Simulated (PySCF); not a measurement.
Compound: C7H8NS (charge -1).
Cartesian coordinates in Å at the GFN2-xTB level; atoms count from 1:
```
atom  x, y, z in Å
C1    -2.4469    0.2829    0.8560
C2    -1.6194   -0.3401   -0.2541
S3    -1.5404   -2.1578   -0.1405
C4    -0.1656   -0.0609   -0.1776
C5     0.6514   -0.2522   -1.3080
C6     2.0085   -0.0897   -1.1992
C7     2.5487    0.2681    0.0408
C8     1.6682    0.4513    1.0875
N9     0.3557    0.3224    0.9966
H10   -2.4638    1.3710    0.7592
H11   -3.4660   -0.0996    0.8142
H12   -2.0078    0.0207    1.8146
H13   -2.0267   -0.0726   -1.2402
H14    0.1948   -0.5469   -2.2428
H15    2.6561   -0.2295   -2.0578
H16    3.6146    0.4014    0.1712
H17    2.0317    0.7434    2.0701
```

A PySCF run (density fitting, gas phase, GFN2-xTB geometry) gave HOMO -0.12 eV, LUMO 3.48 eV and E = -723.947 Eh.

**Question.** Which of these levels was it?
A. HCTH407/6-31++G**
B. PBE0/def2-SVP
C. B97-2/pcSseg-1
D. PBE0/pcSseg-1

**Answer.** D. It is PBE0/pcSseg-1. All candidates on this geometry:

```tsv
level and settings	kind	basis functions	SCF cycles	E (Eh)	HOMO (eV)	LUMO (eV)
HCTH407/6-31++G**	GGA	214	18	-724.5579	0.24	2.00
B97-2/pcSseg-1	global hybrid	200	15	-724.3814	0.11	3.45
PBE0/def2-SVP, damping 0.1 at the start, DIIS from the seventh cycle	global hybrid	170	25	-723.6385	0.22	3.74
PBE0/pcSseg-1	global hybrid	200	15	-723.9475	-0.12	3.48
```

The nearest other candidate, by the summed differences of HOMO and LUMO, is B97-2/pcSseg-1: its HOMO differs by +0.23 eV and its LUMO by -0.03 eV. Cycle counts include a coarse-grid stage where the run had one. All basis functions are spherical, in the Pople sets too. The HOMO energy is positive at B97-2/pcSseg-1, HCTH407/6-31++G** and PBE0/def2-SVP; such an orbital is held in place by the finite basis.
